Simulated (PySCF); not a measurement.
Al(AsH2)2(H) (AlAs2H5), SMILES [AsH2][AlH][AsH2].

Geometry: B3LYP-D3(BJ)/def2-SVP. The structure was generated by enumeration; whether it is a known compound was not checked.

The numbers are results of PySCF with B3LYP/def2-TZVPD, not measurements.

Symmetry labels are those of the subgroup C2 that the program uses (full group C2).

Computed valence orbital energies around the gap with their symmetry:
```csv
orbital,symmetry,energy (eV)
HOMO−7,B,-16.89
HOMO−6,A,-10.86
HOMO−5,A,-10.29
HOMO−4,B,-10.06
HOMO−3,B,-8.70
HOMO−2,A,-8.41
HOMO−1,A,-7.37
HOMO,B,-6.70
LUMO,B,-1.86
LUMO+1,A,-0.79
LUMO+2,B,-0.43
LUMO+3,A,-0.36
```
